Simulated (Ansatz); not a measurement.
Molecule: InH2 (charge +1, singlet). SMILES of the parent species: [InH2]
Geometry from a B3LYP-D3(BJ)/def2-TZVP (Ansatz, an electronic-structure program) optimisation:
```
In
H 1 1.6703
H 1 1.6703 2 180.00
```
Charge +1, spin multiplicity 1.

Q: Give the harmonic wavenumbers at B3LYP-D3(BJ)/def2-TZVP (Ansatz, finite differences of forces, unscaled).

A: 649, 649, 1935, 2026 cm⁻¹. Zero-point energy 7.5 kcal/mol.

Q: From these and the geometry, give the ideal-gas thermochemistry at 298.15 K and 1 atm (rigid rotor, harmonic oscillator).

A: Point group D∞h, rotational symmetry number 2. Rotational constants 89.86, 89.86 GHz. S(trans) 40.18, S(rot) 9.03, S(vib) 0.75, S(elec, spin only) 0.00, S 50.0 cal/(mol K). H(298) - H(0) 2.24 kcal/mol; G - E(el) -5.1 kcal/mol.
